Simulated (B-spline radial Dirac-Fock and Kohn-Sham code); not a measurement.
## Magnetic form factor of the 3d shell of Mo²²⁺

System: Mo²²⁺, configuration [Ar] 3d2.

Calculated with an atomic code on a B-spline grid, using Dirac-Fock densities. ⟨j_K⟩ is the integral of the 3d radial density with the spherical Bessel function j_K(4πsr), s = sin θ/λ.

```
s (Å⁻¹)    ⟨j0⟩    ⟨j2⟩    ⟨j4⟩
      0  1.0000  0.0000  0.0000
   0.05  0.9974  0.0010  0.0000
    0.1  0.9896  0.0042  0.0000
   0.15  0.9767  0.0093  0.0000
    0.2  0.9589  0.0163  0.0001
   0.25  0.9366  0.0250  0.0003
    0.3  0.9100  0.0353  0.0005
   0.35  0.8796  0.0468  0.0010
    0.4  0.8457  0.0595  0.0016
   0.45  0.8090  0.0729  0.0025
    0.5  0.7698  0.0869  0.0037
    0.6  0.6863  0.1153  0.0071
    0.7  0.5991  0.1429  0.0121
    0.8  0.5120  0.1678  0.0186
    0.9  0.4281  0.1887  0.0265
      1  0.3498  0.2047  0.0357
    1.1  0.2788  0.2155  0.0457
    1.2  0.2160  0.2212  0.0560
    1.4  0.1165  0.2184  0.0762
    1.6  0.0490  0.2013  0.0929
```

Radial moments of the shell: ⟨r²⟩ = 0.1423, ⟨r⁴⟩ = 0.03467, ⟨r⁶⟩ = 0.01293 in powers of bohr.
